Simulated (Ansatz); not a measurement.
Mulliken charges of ClGe2H5S, SMILES `[Cl][GeH2][S][GeH3]` from PBE/def2-TZVPP in Ansatz (PBE0-D4/def2-TZVP geometry).

```
atom   x (Å)   y (Å)   z (Å)  charge (e)
 Cl1  -0.117   0.518  -2.509      -0.286
 Ge2   0.733   1.342  -0.701       0.365
  S3  -0.619   0.993   0.998      -0.338
 Ge4  -0.699  -1.238   0.901       0.174
  H5   2.070   0.614  -0.515       0.019
  H6   0.866   2.854  -0.895       0.025
  H7   0.691  -1.764   0.511       0.012
  H8  -1.751  -1.676  -0.123       0.018
  H9  -1.085  -1.690   2.315       0.012
```

**Question.** By hand: the dipole of these point charges (1 e Å = 4.8032 D).

**Answer.** Σ q r = (0.413, -0.198, 0.281) e Å, of length 0.537 e Å = 2.58 D.

**Question.** How does the dipole of the full density compare? (Estimate.)

**Answer.** Computed: (0.183, -0.102, 0.207) e Å, 1.41 D; the point charges give 1.83 times that, at 13° from its direction.

Point charges leave out the atoms' own dipoles, such as those of lone pairs, and Mulliken's split depends on the basis, so the two needn't agree.
